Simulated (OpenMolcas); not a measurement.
**Ionisation energies of nitrogen**

| Item | Value |
| --- | --- |
| Program | OpenMolcas |
| Basis | ANO-R3 [4s4p2d1f] |
| Scalar Hamiltonian | X2C, finite nucleus |
| Spin-orbit coupling | state interaction with AMFI integrals over the reference wave functions, term energies averaged over their components |

Active shells in each charge state: the valence s, p shells, with orbitals averaged over the low states. Where CASPT2's correlated closed shells are named, they are those of the first ion.

A. CASSCF
B. SS-CASPT2, IPEA 0.25 Eh, imaginary shift 0.1 Eh (closed shells correlated: 1s)
C. SS-CASPT2, IPEA 0 Eh, imaginary shift 0.1 Eh (closed shells correlated: 1s)
D. SS-CASPT2, IPEA 0.25 Eh, imaginary shift 0.1 Eh (closed shells correlated: none)

Energies in eV between the lowest computed levels, named as in B; reference values from the NIST Atomic Spectra Database with their kind.

| From | To | A | B | C | D | Spin-orbit share in B | Reference |
| --- | --- | --- | --- | --- | --- | --- | --- |
| N+ 2s2 2p2 3P0 | N2+ 2s2 2p 2P* 1/2 | 28.433 | 29.378 | 29.449 | 29.345 | -0.002 | 29.601 (semi-empirical) |
| N2+ 2s2 2p 2P* 1/2 | N3+ 2s2 1S0 | 46.190 | 47.135 | 47.197 | 47.093 | +0.013 | 47.445 (semi-empirical) |
| N3+ 2s2 1S0 | N4+ 2s 2S 1/2 | 77.354 | 77.400 | 77.400 | 77.405 | +0.000 | 77.474 (measured) |
| N4+ 2s 2S 1/2 | N5+ 1s2 1S0 | 97.754 | 97.805 | 97.805 | 97.754 | +0.000 | 97.890 (measured) |

Steps that some method lacks are left out, and so are those with a state whose active s or d shell is doubly occupied in every root (s and p with five to eight electrons, d10) over a frozen core shell of the same l, since the two then mix freely.

Error against the reference values, in %:

```csv
From,Reference,A,B,C,D
N+,semi-empirical,-3.9,-0.8,-0.5,-0.9
N2+,semi-empirical,-2.6,-0.7,-0.5,-0.7
N3+,measured,-0.2,-0.1,-0.1,-0.1
N4+,measured,-0.1,-0.1,-0.1,-0.1
```

Mean absolute error over the 2 measured values: A 0.13 eV, B 0.08 eV, C 0.08 eV, D 0.10 eV.

* marks odd parity.
